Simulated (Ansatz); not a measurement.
Computed with Ansatz on PBE0-D4/def2-TZVP structures; ΔE is electronic, products minus reactants. CBS: MP2 limit from def2 TZ/QZ plus the TZ coupled-cluster correction, frozen cores. Functionals use def2-TZVPP. For Br, Mg outer-core shells are correlated without core-valence functions, which leaves a few kJ/mol of doubt a bond. Scalar relativity is left out up to krypton. One conformer a species, not always the lowest.

`C[O][Mg][Br]` + `NC1O[SiH2]1` → `C[O][Mg][NH2]` + `BrC1O[SiH2]1`  (redistribution)

`C[O][Mg][Br]`:

```xyz
7

C    -0.495   -0.780    0.840
O     0.051    0.081   -0.087
Mg    0.744    1.173   -1.263
Br    1.666    2.626   -2.828
H    -1.308   -1.380    0.407
H     0.254   -1.482    1.232
H    -0.913   -0.238    1.699
```

`NC1O[SiH2]1`:

```xyz
9

N    -0.834   -0.172    1.290
C     0.144   -0.497    0.344
O     1.202    0.544    0.038
Si    0.311    0.212   -1.315
H    -0.459   -0.094    2.227
H    -1.358    0.662    1.068
H     0.639   -1.438    0.575
H     0.977   -0.481   -2.443
H    -0.623    1.263   -1.784
```

`C[O][Mg][NH2]`:

Cartesian coordinates in Å:
```
C 1.485 1.043 1.191
O 0.541 0.381 0.441
Mg -0.663 -0.465 -0.528
N -1.948 -1.369 -1.562
H 2.272 1.483 0.562
H 1.982 0.373 1.907
H 1.042 1.864 1.774
H -2.801 -0.977 -1.932
H -1.911 -2.334 -1.853
```

`BrC1O[SiH2]1`:

```xyz
7

Br    1.134   -0.433    2.098
C     0.209    0.495    0.677
O     0.927    0.558   -0.556
Si   -0.440   -0.394   -0.755
H    -0.113    1.460    1.054
H    -0.230   -1.848   -0.882
H    -1.487    0.161   -1.637
```

CCSD(T)/CBS gives +37.7 kcal/mol.

Problem. Another level gave +37.0 kcal/mol. Which?
A. CCSD/def2-TZVPP
B. PBE/def2-TZVPP
C. r2SCANh-D4/def2-TZVPP
D. BHLYP/def2-TZVPP

Solution. B. PBE 37.0, r2SCANh-D4 39.9, CCSD/def2-TZVPP 38.4, BHLYP 41.5 kcal/mol.

Largest T1 diagnostic among the species: 0.014.

Leaving LDA and LC-ωPBE aside and taking each functional with its dispersion term where it has one, the values, not all of them listed here, spread over 5.7 kcal/mol, from BLYP-D4 to r2SCAN0-D4. LDA lies +1.0 kcal/mol from PBE without D4. From PBE to PBE0 (25 % exact exchange), in def2-TZVPP and without D4, ΔE moves by +2.8 kcal/mol. At CCSD(T), def2-SVP lies +5.4 kcal/mol from the extrapolated value and def2-TZVPP −0.3 kcal/mol.
